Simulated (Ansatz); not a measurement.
Reaction (ligand exchange at the Si–S bond): `O[SiH2]S[SiH2]Cl` + `N[SiH](O)F` → `O[SiH2]N[SiH](O)F` + `S[SiH2]Cl`

Gas-phase electronic energies from Ansatz, PBE0-D4/def2-TZVP geometries. CBS: MP2 limit from def2 TZ/QZ plus the TZ coupled-cluster correction, frozen cores. This one scheme is used for every species. Functionals use def2-TZVPP. B3LYP here is the variant with VWN-RPA as its local correlation; programs differ in this. Each species was taken in one conformer, which may not be the lowest.

```csv
level,ΔE (kcal/mol),difference from CCSD(T)/CBS
r2SCAN-D4,1.7,1.0
ωB97X-V,0.6,-0.1
ωB97M-V,0.7,0.0
B2PLYP,-0.3,-1.0
PBE,2.0,1.3
r2SCAN,1.6,0.9
PBE0,1.6,0.9
B3LYP,-0.8,-1.5
HF/def2-TZVPP,-2.6,-3.3
SCS-MP2/def2-TZVPP,-0.3,-1.0
CCSD/def2-TZVPP,-0.9,-1.6
CCSD(T)/def2-TZVPP,-0.3,-1.0
HF/def2-QZVPP,-2.9,-3.6
MP2/def2-QZVPP,1.3,0.6
SCS-MP2/def2-QZVPP,0.1,-0.6
MP2/CBS(def2),1.8,1.1
CCSD(T)/CBS,0.7,0
```

Largest T1 diagnostic among the species: 0.011.

The D4 term adds +1.5 kcal/mol with B3LYP and +0.8 kcal/mol with PBE0; it sums over pairs of atoms, weighted by their polarisabilities, and B3LYP, whose exchange is more repulsive, gets the larger term. In def2-TZVPP, CCSD(T) changes the Hartree–Fock value by +2.3 kcal/mol (the triples alone add +0.7 kcal/mol) and MP2 by +3.5 kcal/mol.
